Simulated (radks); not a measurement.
Spherical quantum dot in the effective-mass picture: electrons in a parabolic well V = omega^2 r^2 / 2 with omega = 0.703, with a point charge +2 (a donor) at the centre, all in effective atomic units (hartree* = m*/eps^2 hartree, bohr* = eps/m* bohr), one dielectric constant everywhere. Calculated with a radial shooting solver with Libxc functionals: non-relativistic Kohn-Sham, r2SCAN, spin-polarised, spherical densities, generalised Kohn-Sham scheme. Levels are named by radial order and angular momentum (1s, 1p, 1d, 2s, ...), and open shells are averaged over m. Each electron was tried in the lowest free levels, single moves between levels near the top were tried too, and the lowest total energy was kept; such a search can miss a lower state. At N = 1 the Hartree and exchange-correlation terms need not cancel, so that row can carry a self-interaction error.

N                         open shells  2S  mu = E(N) - E(N-1) (hartree*)  addition energy mu(N+1) - mu(N) (hartree*)  e(HOMO) (hartree*)  rms radius (bohr*)
1                    1s(up 1, down 0)   1                        -1.8336                                       1.229             -1.3852              0.7825
2                                none   0                       -0.60466                                       2.240            -0.23510              0.8957
3                    1p(up 1, down 0)   1                         1.6354                                      0.4024              1.8271               1.279
4                    1p(up 2, down 0)   2                         2.0378                                      0.4258              2.2511               1.470
5                    1p(up 3, down 0)   3                         2.4635                                      0.6013              2.6745               1.603
6                    1p(up 3, down 1)   2                         3.0648                                      0.3486              3.2327               1.718
7                    1p(up 3, down 2)   1                         3.4134                                      0.3686              3.5973               1.812
8                                none   0                         3.7821                                      0.4899              3.9664               1.895
9                    2s(up 1, down 0)   1                         4.2720                                      0.3912              4.4367               1.991
10                               none   0                         4.6632                                      0.7195              4.8235               2.076
11                   1d(up 1, down 0)   1                         5.3827                                      0.3035              5.5342               2.160
12                   1d(up 2, down 0)   2                         5.6862                                      0.3035              5.8382               2.235
13                   1d(up 3, down 0)   3                         5.9897                                      0.3014              6.1409               2.302
14                   1d(up 4, down 0)   4                         6.2912                                      0.2985              6.4409               2.364
15                   1d(up 5, down 0)   5                         6.5897                                      0.4046              6.7378               2.421
16                   1d(up 5, down 1)   4                         6.9943                                      0.2753              7.1315               2.477
17                   1d(up 5, down 2)   3                         7.2696                                      0.2767              7.4079               2.529
18                   1d(up 5, down 3)   2                         7.5463                                      0.2762              7.6846               2.578
19                   1d(up 5, down 4)   1                         7.8225                                      0.2747              7.9602               2.624
20                               none   0                         8.0972                                      0.6908              8.2339               2.669
21                   1f(up 1, down 0)   1                         8.7879                                      0.2517              8.9138               2.720
22                   1f(up 2, down 0)   2                         9.0396                                      0.2513              9.1654               2.769
23                   1f(up 3, down 0)   3                         9.2909                                      0.2503              9.4162               2.815
24                   1f(up 4, down 0)   4                         9.5412                                      0.2489              9.6659               2.858
25                   1f(up 5, down 0)   5                         9.7901                                      0.2474              9.9141               2.900
26                   1f(up 6, down 0)   6                         10.038                                      0.2458              10.161               2.940
27                   1f(up 7, down 0)   7                         10.283                                      0.2966              10.406               2.979
28  1f(up 7, down 0) 2p(up 1, down 0)   8                         10.580                                      0.2406              10.700               3.016
29  1f(up 7, down 0) 2p(up 2, down 0)   9                         10.821                                      0.2426              10.941               3.052
30  1f(up 7, down 0) 2p(up 3, down 0)  10                         11.063                                           -              11.185               3.087

All shells are closed at N = 2, 8, 10, 20 (there: 1s2 1p6 1d10 2s2); the second difference of the energy has clear peaks (12 % above both neighbours; the first and last values, which can be the largest, are not judged, and half-filled shells can peak too) at N = 2, 5, 8, 10, 15, 20, 27.
